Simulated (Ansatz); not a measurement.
Reaction (cleavage of the Ge–Si bond): `ClB1C[SiH]1[GeH3]` + `N=CBO` → `OB/C=[N]/[GeH3]` + `ClB1C[SiH2]1`

Gas-phase electronic energies from Ansatz, PBE0-D4/def2-TZVP geometries. CCSD(T)/CBS adds triple-zeta CCSD(T) − MP2 to the extrapolated MP2 energy (def2 sets, frozen cores). Functionals use def2-TZVPP. For Ge outer-core shells are correlated without core-valence functions, which leaves a few kJ/mol of doubt a bond. Scalar relativity is left out up to krypton. Each species was taken in one conformer, which may not be the lowest.

```csv
level,ΔE (kJ/mol)
PBE,50.4
r2SCAN,45.9
MP2/def2-QZVPP,38.3
SCS-MP2/def2-QZVPP,33.0
```

(1) What does CCSD(T)/CBS give? (Best estimate.)

Largest T1 diagnostic among the species: 0.014.

Answers

(1) Computed: +43.1 kJ/mol. The listed levels differ from it by 7.3, 2.8, -4.8, -10.1 kJ/mol.

In def2-TZVPP, CCSD(T) changes the Hartree–Fock value by +18.1 kJ/mol (the triples alone add +1.7 kJ/mol) and MP2 by +14.6 kJ/mol.
